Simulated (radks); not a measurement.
Initial-state core-level shifts of neutral titanium when its valence configuration changes from [Ar] 3d2 4s2. Method: non-relativistic Kohn-Sham, PBE, spin-polarised, spherical densities, point nucleus; open shells are filled with parallel spins first; computed with a radial shooting solver on a logarithmic mesh with Libxc functionals. Shifts are changes of the shell-averaged eigenvalues in eV (positive: less bound); the change of the density at the nucleus, which sets a Mossbauer isomer shift, is in e/bohr^3, on a base of 7142.

valence,1s,2s,2p,3s,density at nucleus
3d2 4s1 4p1,-1.095,-1.098,-1.095,-1.079,-2.3017
3d2 4s1.5 4p0.5,-0.620,-0.617,-0.617,-0.605,-1.0830
3d2.5 4s1.5,+2.087,+2.411,+2.380,+2.126,-1.9832
3d2.5 4s0.5 4p1,+0.956,+1.324,+1.291,+1.002,-4.3754
3d1.5 4s1.5 4p1,-3.741,-4.159,-4.118,-3.670,+0.0403
3d1.5 4s2 4p0.5,-3.205,-3.621,-3.582,-3.146,+1.3702
3d1 4s1.5 4p1.5,-7.208,-8.135,-8.047,-6.972,+1.3735
3d2 4p2,-2.299,-2.244,-2.244,-2.271,-5.3702
3d1 4s2 4p1,-6.742,-7.663,-7.578,-6.515,+2.9582
